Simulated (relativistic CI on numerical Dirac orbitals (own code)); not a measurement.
## Ligand-field terms of d6

Computed with a parametric ligand-field model of a d^n configuration (Racah B and C, spin-orbit zeta, crystal field), exact diagonalisation.

Field parameters in Wybourne normalisation: Oh B⁴₀ = 21Dq, B⁴₄ = √(5/14) B⁴₀. The field is a parameter set, without covalency.

Question: Ground term and bands for B = 340, C = 1360, ζ = 0 cm⁻¹, Oh, 10Dq = 340 cm⁻¹?

Answer: Ground term 5T2 with 2.00 electrons in the two orbitals of the cubic e set. Spin-allowed: 5E 340 cm⁻¹. Lowest spin-forbidden: 3T1 6712 cm⁻¹ (1490 nm), 3T2 6819 cm⁻¹ (1466 nm), 3T1 7033 cm⁻¹ (1422 nm).

Question: Ground term and bands for B = 340, C = 1360, ζ = 0 cm⁻¹, Oh, 10Dq = 15980 cm⁻¹?

Answer: Ground term 1A1 with 0.02 electrons in the two orbitals of the cubic e set. Spin-allowed: 1T1 15001 cm⁻¹ (667 nm), 1T2 19791 cm⁻¹ (505 nm), 1T2 30609 cm⁻¹ (327 nm), 1E 30763 cm⁻¹ (325 nm). Lowest spin-forbidden: 3T1 12110 cm⁻¹ (826 nm), 3T2 14491 cm⁻¹ (690 nm), 5T2 19949 cm⁻¹ (501 nm).

Question: Ground term and bands for B = 340, C = 1360, ζ = 0 cm⁻¹, Oh, 10Dq = 13940 cm⁻¹?

Answer: Ground term 1A1 with 0.03 electrons in the two orbitals of the cubic e set. Spin-allowed: 1T1 12993 cm⁻¹ (770 nm), 1T2 17684 cm⁻¹ (565 nm), 1T2 26602 cm⁻¹ (376 nm), 1E 26733 cm⁻¹ (374 nm). Lowest spin-forbidden: 3T1 10086 cm⁻¹ (991 nm), 3T2 12414 cm⁻¹ (806 nm), 5T2 15922 cm⁻¹ (628 nm).

Question: Ground term and bands for B = 340, C = 1360, ζ = 0 cm⁻¹, Oh, 10Dq = 8500 cm⁻¹?

Answer: Ground term 1A1 with 0.05 electrons in the two orbitals of the cubic e set. Spin-allowed: 1T1 7676 cm⁻¹ (1303 nm), 1T2 11853 cm⁻¹ (844 nm), 1E 16049 cm⁻¹ (623 nm), 1T2 16060 cm⁻¹ (623 nm). Lowest spin-forbidden: 3T1 4710 cm⁻¹ (2123 nm), 5T2 5248 cm⁻¹ (1905 nm), 3T2 6779 cm⁻¹ (1475 nm).

Question: Ground term and bands for B = 340, C = 1360, ζ = 0 cm⁻¹, Oh, 10Dq = 3060 cm⁻¹?

Answer: Ground term 5T2 with 2.00 electrons in the two orbitals of the cubic e set. Spin-allowed: 5E 3060 cm⁻¹ (3268 nm). Lowest spin-forbidden: 3T1 4587 cm⁻¹ (2180 nm), 1A1 5184 cm⁻¹ (1929 nm), 3T2 5835 cm⁻¹ (1714 nm).
